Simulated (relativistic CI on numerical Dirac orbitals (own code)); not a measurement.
Transition arrays of Tm XXIX

These numbers are calculated, not measured: Dirac-Coulomb-Breit CI, orbitals from a KLI potential per configuration, model QED (radiative potential, 1s self-energy scaled to tabulated hydrogen-like ionisation energies), valence Slater integrals scaled by 0.9, whole transition arrays (own radial code, finite nucleus).

Configurations in the expansion (outside the closed core [Ar] 3d10 4s2): 4p6 4d5, 4p6 4d4 4f, 4p5 4d6, 4p6 4d4 5p, 4p6 4d4 5f. Levels of other configurations are missing.

All E1 lines from the levels of 4p6 4d5; mean and standard deviation are weighted by gf, and upper levels are sorted by their leading configuration.

```tsv
Upper configuration	Lines	Σgf	Mean (eV)	Mean (nm)	σ (eV)	Strongest line (nm)
4p6 4d4 4f	5928	757.1	203.92	6.080	12.09	5.932
4p5 4d6	2787	594.9	218.21	5.682	14.74	5.658
4p6 4d4 5p	3245	123.0	383.01	3.237	7.09	3.206
4p6 4d4 5f	5470	338.6	531.07	2.335	6.30	2.352
```

Σgf per state of the lower configuration in bins of 0.2 nm over the central range (centre: value): 2.3: 1.34, 3.1: 0.09, 3.3: 0.40, 5.3: 0.22, 5.5: 1.01, 5.7: 0.80, 5.9: 2.05, 6.1: 0.58, 6.3: 0.11, 6.5: 0.12, 6.7: 0.12, 6.9: 0.10, 7.1: 0.05.

(1) How do configuration mixing and the scaling of the Slater integrals move the arrays?

Answers

(1) Slater scale 0.9, no configuration mixing: 4p6 4d4 4f 197.6 ± 8.7 eV (Σgf 719.6), 4p5 4d6 192.8 ± 25.0 eV (Σgf 528.7), 4p6 4d4 5p 383.2 ± 7.1 eV (Σgf 136.7), 4p6 4d4 5f 531.1 ± 6.3 eV (Σgf 335.9); Slater scale 1: 4p6 4d4 4f 207.9 ± 12.4 eV (Σgf 783.4), 4p5 4d6 221.4 ± 14.9 eV (Σgf 592.0), 4p6 4d4 5p 383.1 ± 7.3 eV (Σgf 121.3), 4p6 4d4 5f 531.1 ± 6.5 eV (Σgf 339.1); Slater scale 0.8: 4p6 4d4 4f 200.1 ± 11.6 eV (Σgf 757.5), 4p5 4d6 215.4 ± 14.8 eV (Σgf 571.2), 4p6 4d4 5p 383.0 ± 6.9 eV (Σgf 124.6), 4p6 4d4 5f 531.0 ± 6.1 eV (Σgf 338.2). With mixing, levels are counted to their leading configuration, so an array can shrink or vanish into another, and the sums then hold other lines.
